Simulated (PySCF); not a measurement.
S⁺ (sulfur, charge +1) across methods

[Ne] 3s2 3p3, high-spin 4S determinant. Calculation: PySCF 2.14, in ANO-RCC-VTZP; the spin-free X2C one-electron Hamiltonian (Gaussian nucleus).

```
 method  E (hartree)  mean ε 3s α (eV)  mean ε 3s β (eV)  mean ε 3p α (eV)  Σ⟨r²⟩ (bohr²)   ⟨S²⟩
wB97M-V    -398.7996           -33.643           -29.601           -21.460          20.75  3.750
    LDA    -397.4213           -28.711           -25.631           -17.872          20.65  3.751
  TPSSh    -398.8431           -30.336           -25.864           -18.723          20.52  3.751
    UHF   -398.25414           -38.570           -29.208           -23.457          20.72  3.751
   PBE0    -398.6902           -31.466           -26.741           -19.486          20.55  3.750
 r2SCAN    -398.7989           -29.990           -25.375           -18.467          20.52  3.750
   MN15    -398.8538           -31.285           -27.165           -20.009          20.48  3.750
  wB97X    -398.8246           -34.249           -29.423           -21.881          20.47  3.752
```

Question: Estimate the same row for PBE.

Answer: E (hartree) = -398.6562; mean ε 3s α (eV) = -28.828; mean ε 3s β (eV) = -25.386; mean ε 3p α (eV) = -17.914; Σ⟨r²⟩ (bohr²) = 20.60; ⟨S²⟩ = 3.750.
